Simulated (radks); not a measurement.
Charge is removed step by step from the 6s up level of Gd+, starting from [Xe] 4f7 5d1 6s(up 1, down 0). Method: scalar-relativistic Kohn-Sham, PBEsol, spin-polarised, spherical densities, finite nucleus; open shells are filled with parallel spins first (spin-orbit coupling, left out, can overturn this in heavy ions); Fermi nuclear charge, rms radius 5.1569 fm; computed with a radial shooting solver on a logarithmic mesh with Libxc functionals.

removed (e)  E - E(0) (eV)  eigenvalue (eV)  E minus straight line (eV)
0                    0.000           -9.852                       0.000
0.1                  1.012          -10.390                      -0.243
0.2                  2.077          -10.928                      -0.432
0.3                  3.197          -11.467                      -0.567
0.4                  4.370          -12.007                      -0.648
0.5                  5.598          -12.547                      -0.675
0.6                  6.879          -13.086                      -0.649
0.7                  8.214          -13.627                      -0.568
0.8                  9.604          -14.170                      -0.433
0.9                 11.048          -14.716                      -0.244
1                   12.546          -15.267                       0.000

Removing the whole electron costs 12.546 eV by Delta-SCF, against 9.852 eV from minus the eigenvalue at the starting occupation. Slater's transition state (half an electron removed) gives 12.547 eV. Integrating minus the eigenvalue over the occupation (Janak's theorem) gives 12.550 eV. In this scalar-relativistic scheme the density is built from large components alone, so the theorem holds only approximately. The mean slope of the eigenvalue, de/dn, is 5.41 eV per electron. Ionisation energy of Gd+ in the NIST Atomic Spectra Database: 12.08 eV (semi-empirical).
